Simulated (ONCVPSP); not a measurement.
## rubidium (Rb) ONCV: all-electron and pseudo phase curves

```json
{
 "Element": "Rb (Z = 37)",
 "Generator": "ONCVPSP 4.0.1",
 "Type": "optimised norm-conserving Vanderbilt (ONCV)",
 "Functional": "PBE",
 "Relativity": "scalar-relativistic",
 "Frozen core": "[Ar] 3d10",
 "Valence charge": "9",
 "Reference configuration": "4s2 4p6 5s1",
 "Partial waves": "4s+5s: rc 2.15 bohr, ncon 3, nbas 6, qcut 4.7 1/bohr, 2 projectors; 4p: rc 2.55 bohr, ncon 3, nbas 7, qcut 6 1/bohr, 2 projectors, debl 3.6 Ha; d scattering state at 0.38 Ha: rc 2.60 bohr, ncon 4, nbas 7, qcut 4.3 1/bohr, 2 projectors, debl 2.6 Ha",
 "Local potential": "polynomial inside 1.95 bohr (lpopt 4, dvloc0 6 Ha)",
 "Core correction": "Teter function, fcfact 4.5, rcfact 1.25"
}
```

The phase is arctan(r·R′/R) of the radial function R(r), unwrapped; energies in Ha, scanned from -3 to 5 Ha. A pole is an energy at which the radial function vanishes at the test radius. The pseudo phase is shifted by a multiple of π to meet the all-electron one at the reference energy, and phase errors are pseudo minus all-electron; the curves can meet again beyond the range given. Levels narrower than the energy grid can be missing from the lists of poles.

```json
{"channel": "s", "radius (bohr)": "2.19", "reference energy (Ha)": "-0.08", "poles, all-electron": "-0.81, 4.32", "poles, pseudo": "-0.81, 4.17", "unbroken range about the reference energy with phases within 0.05 rad": "the whole range", "phase error 1 Ha above the reference energy (rad)": "-0.003"}
{"channel": "p", "radius (bohr)": "2.59", "reference energy (Ha)": "-0.59", "poles, all-electron": "-0.34, 3.07", "poles, pseudo": "-0.34, 3.07", "unbroken range about the reference energy with phases within 0.05 rad": "below 4.8", "phase error 1 Ha above the reference energy (rad)": "-0.006"}
{"channel": "d", "radius (bohr)": "2.63", "reference energy (Ha)": "0.38", "poles, all-electron": "0.76, 3.98", "poles, pseudo": "0.77, 4.00", "unbroken range about the reference energy with phases within 0.05 rad": "the whole range", "phase error 1 Ha above the reference energy (rad)": "+0.002"}
```

Phases in the d channel:

| E (Ha) | all-electron | pseudo |
| --- | --- | --- |
| -2.98 | 1.386 | 1.386 |
| -2.76 | 1.377 | 1.377 |
| -2.54 | 1.367 | 1.367 |
| -2.32 | 1.355 | 1.355 |
| -2.10 | 1.341 | 1.342 |
| -1.88 | 1.325 | 1.325 |
| -1.66 | 1.304 | 1.304 |
| -1.44 | 1.278 | 1.278 |
| -1.22 | 1.243 | 1.244 |
| -1.00 | 1.194 | 1.195 |
| -0.78 | 1.119 | 1.120 |
| -0.56 | 0.989 | 0.990 |
| -0.34 | 0.713 | 0.715 |
| -0.12 | 0.020 | 0.022 |
| 0.10 | -0.871 | -0.871 |
| 0.32 | -1.275 | -1.275 |
| 0.54 | -1.457 | -1.457 |
| 0.76 | -1.569 | -1.569 |
| 0.98 | -1.658 | -1.658 |
| 1.20 | -1.751 | -1.750 |
| 1.42 | -1.875 | -1.873 |
| 1.64 | -2.105 | -2.100 |
| 1.86 | -2.699 | -2.685 |
| 2.08 | -3.734 | -3.725 |
| 2.30 | -4.221 | -4.218 |
| 2.52 | -4.410 | -4.410 |
| 2.74 | -4.508 | -4.508 |
| 2.96 | -4.569 | -4.569 |
| 3.18 | -4.612 | -4.612 |
| 3.40 | -4.646 | -4.645 |
| 3.62 | -4.673 | -4.673 |
| 3.84 | -4.697 | -4.696 |
| 4.06 | -4.720 | -4.718 |
| 4.28 | -4.742 | -4.739 |
| 4.50 | -4.766 | -4.761 |
| 4.72 | -4.792 | -4.784 |
| 4.94 | -4.823 | -4.811 |
